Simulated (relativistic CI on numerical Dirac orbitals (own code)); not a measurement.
Radial Dirac CI calculation of Rh³⁺.

Command:

```sh
python run_levels.py task.json out
```

Input:

```
atom Rh  Z=45  charge=3  electrons=42
nucleus A=103  rms_radius_fm=4.4945
hamiltonian dirac-coulomb  breit=on  qed=on  c_scale=1
orbitals kli  potential=per-configuration
slater_scale 1
correlation none
mixing on
grid step=0.0125 r_max=50.3
scf mixing=0.4 start=green max_iterations=150 tolerance=2e-08 node_fill=0.2
configurations
  [Kr] 4d6
  [Kr] 4d5 5s
end
```

Output:

```
SCF 1: [Kr] 4d6
 iter      energy (Ha)   residual   last orbital (Ha)
    1     -4760.856013   2.48e+00     -3.41320
    2     -4778.557955   8.33e-01     -2.07509
    3     -4780.559970   1.17e-01     -1.62332
    4     -4780.635632   8.26e-02     -1.73017
    5     -4780.629680   2.00e-02     -1.69160
    6     -4780.624983   5.76e-04     -1.66770
    7     -4780.625145   2.24e-04     -1.66807
    8     -4780.625242   3.06e-05     -1.66828
    9     -4780.625232   1.77e-06     -1.66824
   10     -4780.625233   4.59e-07     -1.66824
   11     -4780.625233   1.55e-09     -1.66824
SCF 2: [Kr] 4d5 5s
 iter      energy (Ha)   residual   last orbital (Ha)
    1     -4761.951210   2.42e+00     -1.84795
    2     -4778.198208   8.35e-01     -1.44163
    3     -4780.168902   1.17e-01     -1.27419
    4     -4780.237327   8.03e-02     -1.28838
    5     -4780.230791   2.06e-02     -1.27268
    6     -4780.226182   6.09e-04     -1.26172
    7     -4780.226320   6.45e-04     -1.26146
    8     -4780.226166   7.96e-05     -1.26123
    9     -4780.226142   2.40e-06     -1.26119
   10     -4780.226143   5.12e-07     -1.26119
   11     -4780.226143   8.37e-09     -1.26119
orbital energies (Ha): 3p3/2 -18.9673  3d3/2 -12.6581  3d5/2 -12.4796  4s -4.5536  4p1/2 -3.4681  4p3/2 -3.3258  4d3/2 -1.6855  4d5/2 -1.6682
configuration averages (Ha): Dirac-Coulomb, Breit, QED
  4d6                          -4780.625233    3.067384    2.052509
  4d5 5s                       -4780.226143    3.068179    2.053216
levels: no., configuration, term, J, E (cm-1), weight
   1 4d6                    5D   4                0.0  0.98
   2 4d6                    5D   3             1528.5  0.99
   3 4d6                    5D   2             2426.3  0.98
   4 4d6                    5D   1             3010.7  0.98
   5 4d6                    5D   0             3290.1  0.98
   6 4d6                    3H   6            19828.6  0.97
   7 4d6                    3H   4            20033.4  0.60
   8 4d6                    3H   5            20258.9  0.86
   9 4d6                    3P   2            20784.5  0.95
  10 4d6                    3F   4            22548.4  0.61
  11 4d6                    3F   3            22857.5  0.80
  12 4d6                    3F   2            23574.0  0.97
  13 4d6                    3G   5            25098.2  0.86
  14 4d6                    3P   1            25212.2  0.95
lowest total energy -4775.644847 Ha
end: converged
```

Against the reference input this run has: node fill of the KLI weights 0.2. The reference run ends at -4775.649999 Ha with Breit and QED terms.

With so few configurations and no correlation, terms lie too far apart (by 10 to 50 % or more near neutrality), their order can be wrong, and levels of other configurations are missing.

Run time about 0.13 s of CPU on one thread of Neoverse-V2 (shared host).
